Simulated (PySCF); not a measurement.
First SCF of a structure search on quintet RhN₂⁻, at a hand-made side-on geometry. PySCF input:

```python
from pyscf import gto, scf, dft
mol = gto.M(atom='''
Rh     0.000000     0.000000     0.000000
N      0.600000     0.000000     1.907040
N     -0.600000     0.000000     1.907040''',
    basis={'Rh': 'def2-SVPD', 'N': 'def2-SVPD'},
    ecp={'Rh': 'def2-SVPD'},
    charge=-1, spin=4)
mf = dft.UKS(mol, xc='PBE0')
mf.grids.atom_grid = (50, 194)
aux = {'Rh': 'def2-universal-JKFIT', 'N': 'def2-universal-JKFIT'}
mf = mf.density_fit(auxbasis=aux)
mf.conv_tol = 1e-08
mf.diis_space = 10
mf.max_cycle = 60
mf.init_guess = 'minao'
mf.verbose = 4
mf.kernel()
```

Excerpt of the output (cycles alone):

```
init E= -210.000897509095
cycle= 1 E= -217.774109827578  delta_E= -7.77  |g|= 1.62  |ddm|= 3.25
cycle= 2 E= -201.192901557945  delta_E= 16.6  |g|= 4.05  |ddm|= 25.6
cycle= 3 E= -219.669890713749  delta_E= -18.5  |g|= 0.214  |ddm|= 25.5
cycle= 4 E= -219.682385272933  delta_E= -0.0125  |g|= 0.276  |ddm|= 0.673
cycle= 5 E= -219.71325005823  delta_E= -0.0309  |g|= 0.161  |ddm|= 0.47
cycle= 6 E= -219.723075190471  delta_E= -0.00983  |g|= 0.103  |ddm|= 0.154
cycle= 7 E= -219.73103420762  delta_E= -0.00796  |g|= 0.0139  |ddm|= 0.246
cycle= 8 E= -219.731599867819  delta_E= -0.000566  |g|= 0.00979  |ddm|= 0.0617
cycle= 9 E= -219.73196515725  delta_E= -0.000365  |g|= 0.00735  |ddm|= 0.0461
cycle= 10 E= -219.732708259599  delta_E= -0.000743  |g|= 0.00462  |ddm|= 0.129
cycle= 11 E= -219.732979198538  delta_E= -0.000271  |g|= 0.00352  |ddm|= 0.0838
cycle= 12 E= -219.733069696584  delta_E= -9.05e-05  |g|= 0.00235  |ddm|= 0.0615
cycle= 13 E= -219.733080465788  delta_E= -1.08e-05  |g|= 0.00103  |ddm|= 0.029
cycle= 14 E= -219.733081123827  delta_E= -6.58e-07  |g|= 0.000141  |ddm|= 0.00494
cycle= 15 E= -219.733081180011  delta_E= -5.62e-08  |g|= 2.56e-05  |ddm|= 0.00191
cycle= 16 E= -219.733081181401  delta_E= -1.39e-09  |g|= 7.6e-06  |ddm|= 0.000175
Extra cycle  E= -219.733081181442  delta_E= -4.09e-11  |g|= 1.04e-05  |ddm|= 3.44e-05
converged SCF energy = -219.733081181442  <S^2> = 6.0058568  2S+1 = 5.0023422
```

No lower solution of this spin was found from smeared starts or by a stability analysis within the unrestricted form.

Other spin states or occupations of the open shell can lie lower.

The search for the lowest solution, 3 starts and the stability check together, took 10 s on 2 threads of a shared Arm Neoverse V1 host, with 74 basis functions; the process peaked at 0.34 GiB. Launch command: `OMP_NUM_THREADS=2 python axn.py task.json out`.
